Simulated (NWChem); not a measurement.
System: PbH$_{2}$O$_{2}$, singlet; SMILES [OH][Pb][OH]

NWChem printed, in part:

```
             Northwest Computational Chemistry Package (NWChem) 7.3.0
             --------------------------------------------------------

 CS  symmetry detected

                             Geometry "geometry" -> ""
                             -------------------------

 Output coordinates in angstroms (scale by  1.889725989 to convert to a.u.)

  No.       Tag          Charge          X              Y              Z
 ---- ---------------- ---------- -------------- -------------- --------------
    1 Pb                  82.0000     0.27206271     0.03320471     0.00000000
    2 O                    8.0000    -1.30840801     1.40612327     0.00000000
    3 H                    1.0000    -2.14076318     0.91196428     0.00000000
    4 O                    8.0000    -1.12131983    -1.55577671     0.00000000
    5 H                    1.0000    -0.73055610    -2.43752302     0.00000000

 Effective nuclear repulsion energy (a.u.)     386.2422637715

      Symmetry information
      --------------------

 Group name             Cs
 Group number              2
 Group order               2
 No. of unique centers     5

 Summary of "ao basis" -> "ao basis" (spherical)
 ------------------------------------------------------------------------------
       Tag                 Description            Shells   Functions and Types
 ---------------- ------------------------------  ------  ---------------------
 Pb                         def2-svp                10       26   4s4p2d
 O                          def2-svp                 6       14   3s2p1d
 H                          def2-svp                 3        5   2s1p

      Symmetry analysis of basis
      --------------------------

        a'         46
        a"         18

            General Information
            -------------------
          SCF calculation type: DFT
          Wavefunction type:  closed shell.
          No. of atoms     :     5
          No. of electrons :    40
           Alpha electrons :    20
            Beta electrons :    20
          Charge           :     0
          Spin multiplicity:     1
          Use of symmetry is: on ; symmetry adaption is: on
          Maximum number of iterations: 150
          AO basis - number of functions:    64
                     number of shells:    28
          Convergence on energy requested:  1.00D-06
          Convergence on density requested:  1.00D-05
          Convergence on gradient requested:  5.00D-04

              XC Information
              --------------
          PerdewBurkeErnzerhof Exchange Functional  1.000
            Perdew 1991 LDA Correlation Functional  1.000 local
           PerdewBurkeErnz. Correlation Functional  1.000 non-local

             Grid Information
             ----------------
          Grid used for XC integration:  medium
          Radial quadrature: Mura-Knowles
          Angular quadrature: Lebedev.
          Tag              B.-S. Rad. Rad. Pts. Rad. Cut. Ang. Pts.
          ---              ---------- --------- --------- ---------
          Pb                  1.80      123           9.0       590
          O                   0.60       49          10.0       434
          H                   0.35       45          10.0       434
          Grid pruning is: on
          Number of quadrature shells:   311
          Spatial weights used:  Erf1

      Superposition of Atomic Density Guess
      -------------------------------------

 Sum of atomic energies:        -369.74095903

      Non-variational initial energy
      ------------------------------

 Total energy =    -342.294992
 1-e energy   =    -782.682361
 2-e energy   =     319.935972
 HOMO         =      -0.346647
 LUMO         =      -0.038504

      Symmetry analysis of molecular orbitals - initial
      -------------------------------------------------

  Numbering of irreducible representations:

     1 a'          2 a"

  Orbital symmetries:

     1 a'          2 a'          3 a'          4 a'          5 a'
     6 a"          7 a'          8 a'          9 a'         10 a'
    11 a"         12 a"         13 a'         14 a'         15 a'
    16 a'         17 a'         18 a"         19 a"         20 a'
    21 a"         22 a'         23 a'         24 a'         25 a'
    26 a'         27 a"         28 a'         29 a'         30 a"

     ---------------------------------------------
      Total Density - Mulliken Population Analysis
     ---------------------------------------------

    Atom       Charge   Shell Charges
 -----------   ------   -------------------------------------------------------
    1 Pb  22    20.58   2.99 -0.94  1.19  0.70  3.38  2.61  0.41  0.18  9.75  0.31
    2 O    8     9.03   1.99  1.12  0.70  3.13  2.09  0.00
    3 H    1     0.68   0.53  0.08  0.06
    4 O    8     9.04   1.99  1.12  0.70  3.13  2.10  0.00
    5 H    1     0.68   0.53  0.08  0.06

   convergence    iter        energy       DeltaE   RMS-Dens  Diis-err
 ---------------- ----- ----------------- --------- --------- ---------
 d= 0,ls=0.0,diis     1   -344.1147143832 -4.65D+02  5.67D-02  1.39D+00
 d= 0,ls=0.0,diis     2   -341.3450142571  2.77D+00  4.55D-02  1.97D+01
 d= 0,ls=0.0,diis     3   -344.2627271623 -2.92D+00  1.27D-02  3.64D-01
 d= 0,ls=0.0,diis     4   -344.2270960562  3.56D-02  7.12D-03  7.00D-01
 d= 0,ls=0.0,diis     5   -344.3049894465 -7.79D-02  1.22D-03  8.26D-03
  Resetting Diis
 d= 0,ls=0.0,diis     6   -344.3061939778 -1.20D-03  3.34D-04  7.04D-04
 d= 0,ls=0.0,diis     7   -344.3062756346 -8.17D-05  2.65D-04  2.76D-05
 d= 0,ls=0.0,diis     8   -344.3062418728  3.38D-05  1.64D-04  3.07D-04
 d= 0,ls=0.0,diis     9   -344.3062798387 -3.80D-05  4.00D-05  4.02D-06
 d= 0,ls=0.0,diis    10   -344.3062802388 -4.00D-07  1.26D-05  1.73D-06
 d= 0,ls=0.0,diis    11   -344.3062804356 -1.97D-07  1.83D-06  3.90D-08

[...]
```

Level: PBE/def2-SVP with def2 effective core potentials on Pb. Low-valent species are run as closed-shell singlets; no triplet was tried in these runs. All runs use the structure optimised with PBE0/def2-SVP. def2 effective core potentials on Pb; no spin-orbit coupling.

Q: Reconstruct the input file.

A: One answer among several that fit: the input that was run:
```
start job
memory heap 200 mb stack 900 mb global 1100 mb
geometry units angstroms noautoz
  Pb     0.295738     0.026030     0.000000
  O     -1.172930     1.517944     0.000000
  H     -2.041265     1.090156     0.000000
  O     -1.217241    -1.449528     0.000000
  H     -0.896383    -2.359046     0.000000
end
basis spherical
  Pb library def2-svp
  O library def2-svp
  H library def2-svp
end
ecp
  Pb library def2-ecp
end
dft
  xc xpbe96 cpbe96
  iterations 150
  mulliken
end
task dft energy
```
